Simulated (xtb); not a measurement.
The xtb input:
```
$ xtb mol.xyz --gfn 0 --chrg 1 --uhf 1 --etemp 3000 --json

# file mol.xyz
2

F     -0.00000000    -0.00000000    -1.04610145
Cl     0.00000000     0.00000000     0.55381842
```

### Question
What partial charges in atom order does xtb 6.7.1 with GFN0-xTB give?

### Answer
F1 0.16, Cl2 0.84

### Question
What total energy (a free energy at this electronic temperature) does GFN0-xTB give?

### Answer
-6.0371 Eh
